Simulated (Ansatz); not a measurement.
The cluster Se3⁻, relaxed as a quartet with UKS PBE0-D4/def2-TZVPD in Ansatz, starting from the PBE0-D4/def2-TZVPD geometry of the charge -1 doublet. Force threshold 0.02 eV/Å.

At PBE0-D4/def2-TZVPD a doublet of charge -1 lies 1.49 eV below the quartet, each at its own geometry. The structure comes from a short search, and lower isomers may exist.

Start:

Cartesian coordinates in Å:
```
Se -0.633 -0.566 1.754
Se 0.161 1.199 -1.528
Se 0.473 -0.633 -0.226
```

```tsv
step	energy (eV)	largest force component (eV/Å)	SCF passes
1	-196026.2688	3.273	59
2	-196026.8545	1.508	37
3	-196027.1515	0.901	38
4	-196027.2664	0.079	34
5	-196027.2704	0.029	38
6	-196027.2722	0.071	35
7	-196027.2733	0.030	37
8	-196027.2760	0.032	36
9	-196027.2801	0.111	37
10	-196027.3323	0.539	44
11	-196027.4854	0.232	36
12 (rejected)	-196027.4363	0.832	39
13	-196027.4902	0.213	32
14	-196027.4958	0.003	32
```

Force components are those of the run's own axes.

End:

```
atom    x (Å)    y (Å)    z (Å)
 Se1  -0.5230  -1.0543   2.0500
 Se2   0.5237   1.0532  -2.0503
 Se3  -0.0007   0.0011   0.0002
```

By distances, no bond broke or formed. The bond that changes most is Se1–Se3, from 2.27 to 2.36 Å (atoms count from 1).

No frequencies were taken in this run, so the end may be a saddle point.

Run time 94 s (4 threads of Arm Neoverse V1 on a shared host), peak host memory 0.79 GiB.
